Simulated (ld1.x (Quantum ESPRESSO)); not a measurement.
Pseudopotential generation for Sr (Z = 38): PAW, BLYP, scalar-relativistic.

strontium (Sr), PAW, made with ld1.x (Quantum ESPRESSO) 7.5 (BLYP, scalar-relativistic). Core [Ar] 3d10, reference 4s2 4p6 4d0 5s1.75 5p0 (charge +0.25). Waves: 4s (bound): rcut 2.20, rcutus 2.55 bohr; 5s (bound): rcut 2.20, rcutus 2.55 bohr; 4p (bound): rcut 2.65, rcutus 2.95 bohr; 5p (bound, empty): rcut 2.65, rcutus 2.95 bohr; 4d (bound, empty): rcut 2.05, rcutus 2.40 bohr; 4d channel at 0.25 Ry: rcut 2.05, rcutus 2.40 bohr. Local part: all-electron potential smoothed inside 2.95 bohr (lloc = -1). Core correction: a·sin(br)/r model core inside 1.80 bohr. Augmentation charge: BESSEL, radius 2.25 bohr.

All-electron outer shells of the reference configuration (BLYP, scalar-relativistic, ld1.x):

```tsv
shell	level (eV)	outermost node (bohr)	outermost maximum (bohr)
3p	-257.28	0.19	0.43
3d	-129.26	–	0.38
4s	-42.10	0.59	1.19
4p	-24.00	0.61	1.32
5s	-4.55	1.65	3.58
4d	-2.40	0.65	2.12
5p	-2.10	1.96	4.71
```

**Question.** Does the generator finish with these settings?

**Answer.** Yes, a potential is produced and its reference levels are reproduced.

**Question.** Estimate the cutoffs (Ry, on a coarse ladder) from which the occupation-weighted sum of valence levels, in a spherical-Bessel basis at the reference potential, stays within 10 and 1 mRy of its value at 400 Ry.

**Answer.** 12 Ry and 18 Ry.

**Question.** What does a ghost test show?

**Answer.** No extra level below or beside the all-electron valence levels (s, p, d, f tested).

**Question.** Is the overlap operator S = 1 + Σ q|β⟩⟨β| positive definite (Bessel basis up to 400 Ry)?

**Answer.** Yes: its lowest eigenvalue is 0.10 (p channel).

**Question.** Which valence shell sets the plane-wave cutoff?

**Answer.** 5s: its level needs 15 Ry to come within 1 mRy, against 10 Ry for 4p.

Its largest configuration-test error is +8.1 meV (4s2 4p6 4d0 5s0 5p0). Test run stopped at test 6 of 7 (negative rho).
